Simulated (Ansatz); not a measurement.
Computed with Ansatz on PBE0-D4/def2-TZVP structures; ΔE is electronic, products minus reactants. CCSD(T)/CBS is the MP2 limit (def2-TZVPP, def2-QZVPP) plus CCSD(T) − MP2 in def2-TZVPP, frozen cores. For Ge outer-core shells are correlated without core-valence functions, which leaves a few kJ/mol of doubt a bond. Scalar relativity is left out up to krypton. Each species was taken in one conformer, which may not be the lowest.

Consider the ligand exchange at a Ge–C bond: `C=[C]([AlH2])[GeH3]` + `CCN[SiH2]Cl` → `CC[N]([GeH3])[SiH2]Cl` + `C=[CH][AlH2]`.

```csv
species,CCSD(T)/CBS(def2) energy (Eh)
`C=[C]([AlH2])[GeH3]`,-2398.39325
`CCN[SiH2]Cl`,-884.55705
`CC[N]([GeH3])[SiH2]Cl`,-2961.87329
`C=[CH][AlH2]`,-321.08307
```

Question: Work out ΔE.

Answer: ΔE = (-2961.87329) + (-321.08307) − (-2398.39325) − (-884.55705) = -0.00606 Eh = -15.9 kJ/mol.

Largest T1 diagnostic among the species: 0.012.

The D4 term adds −7.7 kJ/mol with B3LYP and −4.4 kJ/mol with PBE0; it sums over pairs of atoms, weighted by their polarisabilities, and B3LYP, whose exchange is more repulsive, gets the larger term. In def2-TZVPP, CCSD(T) changes the Hartree–Fock value by −3.6 kJ/mol (the triples alone add −0.6 kJ/mol) and MP2 by −4.2 kJ/mol.

B3LYP here is the variant with VWN-RPA as its local correlation; programs differ in this.
